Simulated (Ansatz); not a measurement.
Job for Ansatz (a quantum-chemistry and plane-wave program): R-CCSD(T)/def2-TZVPPD on H2OZn (SMILES [OH][ZnH]), atoms moved off the minimum. Files ending in .json are basis or fitting sets from the Basis Set Exchange.

Ansatz 0.2 input:
```yaml
crystal:
  periodic: [false, false, false]
  atoms:
    - {symbol: Zn, position_ang: [-0.32599205, -0.08921354, -0.06227709]}
    - {symbol: H, position_ang: [-1.79416627, -0.71699075, -0.17869064]}
    - {symbol: O, position_ang: [1.24962563, 0.46506220, 0.07415100]}
    - {symbol: H, position_ang: [1.52359840, 1.40553272, 0.22730841]}
basis:
  gaussian:
    orbitals: def2-TZVPPD.json
magnetization: {spin_polarized: false}
correlation: {method: ccsd_t, electrons: outside_noble_gas}
scf: {lower_state_search: off}
output: {forces: true}
```

The log:

```
WARN ansatz: RAYON_NUM_THREADS=1 ignored (pool sized by the plan → 1); use --threads N
Functional definition: HF
these checks for a lower state are left out or cut short: starts, cluster_reference, orbital_swaps, neighbouring_geometries, increment
integrals: 0.29 GiB planned
890 factors; integrals over basis functions are off by at most 8.8e-4 eV
mean field: 0.36 GiB planned
mean field evaluation 1: about -50442.4109 eV, gradient 4.2e1 eV
mean field evaluation 2: about -50442.6251 eV, gradient 4.3e1 eV
mean field evaluation 4: about -50445.9677 eV, gradient 3.0e0 eV
mean field evaluation 8: about -50446.0049 eV, gradient 5.4e-1 eV
mean field -50446.00543359 eV, -1853.8565061539 hartree, gradient 1.9e-6 eV, S^2 0.000000; 0 other end points of the search recorded, 0 dependent functions left out
10 core orbitals not correlated
reference -50446.00543359 eV, -1853.8565061539 hartree; 10, 10 occupied and 121, 121 virtual orbitals, 890 factors
densities: 1.24 GiB planned
second order -20.96495269 eV of doubles, -0.00000000 eV of singles
coupled cluster: 0.78 GiB planned
cycle   1  -19.05769321 eV  change     1.9e0 eV  update   1.3e-1
cycle   2  -19.70607516 eV  change   -6.5e-1 eV  update   5.2e-2
cycle   3  -19.84447404 eV  change   -1.4e-1 eV  update   2.1e-2
cycle   4  -19.81199293 eV  change    3.2e-2 eV  update   7.0e-3
cycle   5  -19.80237860 eV  change    9.6e-3 eV  update   2.5e-3
cycle   6  -19.80508574 eV  change   -2.7e-3 eV  update   8.6e-4
cycle   7  -19.80520542 eV  change   -1.2e-4 eV  update   3.0e-4
cycle   8  -19.80486272 eV  change    3.4e-4 eV  update   1.1e-4
cycle   9  -19.80488009 eV  change   -1.7e-5 eV  update   4.0e-5
cycle  10  -19.80494492 eV  change   -6.5e-5 eV  update   1.7e-5
cycle  11  -19.80491071 eV  change    3.4e-5 eV  update   7.6e-6
cycle  12  -19.80491396 eV  change   -3.3e-6 eV  update   3.0e-6
perturbative correction -0.64246419 eV, -0.0236101234 hartree
the calculation of the forces begins
mean field evaluation 16: about -50445.7057 eV, gradient 1.9e0 eV
Total energy: -50466.45281174 eV, -1854.6079334411 hartree
Atom 0 at    -0.325992    -0.089214    -0.062277 Å, force    -3.840880    -1.342364    -0.276090 eV/Å
Atom 1 at    -1.794166    -0.716991    -0.178691 Å, force     1.071349     0.429998     0.062292 eV/Å
Atom 2 at     1.249626     0.465062     0.074151 Å, force     3.306776     2.551098     0.485966 eV/Å
Atom 3 at     1.523598     1.405533     0.227308 Å, force    -0.537245    -1.638733    -0.272169 eV/Å
Dipole moment:    -0.098457     0.226151     0.023428 e Å
Checks for a lower state left out: starts, cluster_reference, orbital_swaps, neighbouring_geometries, increment
```

The run converged.

Cost: around 2.6 core-minutes (rough).
